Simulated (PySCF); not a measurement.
Method: PySCF, UPBE, basis Ir def2-SVP with ECP60, O def2-SVP, Cl def2-SVP (scalar-relativistic core potentials, no spin–orbit coupling, density fitting).

```xyz
4
charge 0 multiplicity 2, angstrom
Ir   -0.1534    0.0000   -0.1025
O    -1.5632    0.0000   -1.0446
Cl   -0.2821    0.0000    2.1143
Cl    1.8455    0.0000   -1.0695
```

IrOCl₂ (doublet), along the line from Ir1 (at 0) through O2 (at 1.696 Å). Core electrons replaced by a potential are absent, the electrostatic potential uses the reduced nuclear charge, and values within about 0.7 Å of such atoms have no physical meaning.

Problem. Tabulate the fields along this line at 0.76, 0.93, 1.10, 1.27, 1.44, 1.61, 1.87, 2.03, 2.20, 2.37, 2.54, 2.71 Å.

Solution. 
```csv
distance (Å),electron density (e/Å³),spin density (e/Å³),electron localisation function,electrostatic potential (V)
0.76,2.46,-0.00534,0.401,48.5
0.93,1.86,-0.00531,0.443,30
1.10,2.5,-0.00497,0.742,30.9
1.27,4.23,0.00368,0.73,60.6
1.44,7.37,0.0234,0.151,174
1.61,172,0.0378,0.989,904
1.87,20.1,0.0192,0.21,337
2.03,5.59,0.00515,0.587,93.5
2.20,2.72,-0.00735,0.869,31.5
2.37,1.18,-0.0069,0.869,11
2.54,0.476,-0.00386,0.794,3.83
2.71,0.189,-0.0019,0.634,1.2
```

With open d or f shells other occupations or spin states may lie lower. With an element this heavy the missing spin–orbit coupling can shift these numbers.
